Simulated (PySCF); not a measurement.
Species: C3H7SSi (doublet state).
Geometry (GFN2-xTB, Å), atoms numbered from 1 in this order:
```
atom  x, y, z in Å
C1    -1.660   -0.723    0.085
C2    -0.821    0.269   -0.354
C3    -0.914    1.593   -0.007
S4     0.489   -0.199   -1.501
Si5    1.992   -0.671   -0.051
H6    -1.539   -1.740   -0.239
H7    -2.477   -0.495    0.747
H8    -1.691    1.931    0.656
H9    -0.232    2.321   -0.403
H10    3.122   -1.074   -0.868
H11    2.250    0.527    0.740
H12    1.481   -1.740    0.800
```

The hyperfine couplings belong to this conformer and change with its torsions.

As a line formula: `[CH2]C(=C)S[SiH3]` [radical].

Computed, not measured: UKS B3LYP, pcH-1 on C H S Si, non-relativistic, mean-field spin-orbit, GIAO (PySCF). Geometry: GFN2-xTB, one conformer, isolated molecule. A GFN2-xTB geometry isn't a minimum of the functional, and hyperfine couplings can be far from their values at a DFT geometry. The SCF solution wasn't tested for stability. ⟨S²⟩ is 0.779 where a pure state has 0.75.

**Question.** Where do the isotropic ENDOR lines of C1, C3, C2, H6, H9, H7, H8, H10/H11/H12 and Si5 fall at 3356.9 mT, to first order?

**Answer.** ν± = |νn ± a/2|, one line for each electron-spin manifold; νn = |g_N| × 7.62259 MHz/T × B.

```
     nuclei  isotope      g_N  νn (MHz)  a_iso (MHz)  lower line (MHz)  upper line (MHz)
         C1      13C   1.4048     35.95        55.88              8.01             63.89
         C3      13C   1.4048     35.95        55.83              8.03             63.86
         C2      13C   1.4048     35.95       -54.25              8.82             63.07
         H6       1H   5.5857    142.93       -43.35            121.25            164.60
         H9       1H   5.5857    142.93       -43.32            121.27            164.59
         H7       1H   5.5857    142.93       -40.31            122.77            163.08
         H8       1H   5.5857    142.93       -40.28            122.79            163.07
H10/H11/H12       1H   5.5857    142.93         1.05            142.40            143.45
        Si5     29Si  -1.1106     28.42        13.20             21.82             35.02
```

The rows for 13C and 29Si, of low natural abundance, apply to labelled samples.

**Question.** Which pairs are centred on the nuclear Larmor frequency, and which on half the coupling?

**Answer.** Centred on νn, since |a| < 2νn: C1, C3, C2, H6, H9, H7, H8, H10/H11/H12 and Si5. No pair has |a| > 2νn.

Means are taken over nuclei equivalent by connectivity, which assumes that they swap fast. H6 and H7 aren't averaged: C1 is flat or nearly so (angle sum 360°), and its turn about the short C1–C2 bond (1.37 Å) is taken as slow. The three 1H nuclei of mean +1.0 MHz run from -3.5 to 3.5 MHz in the frozen geometry.

Hardware: an Arm Neoverse N1 with one thread (shared host). Cost: 59 s of wall time (grids of density and orbitals included), 0.80 GiB resident at most.
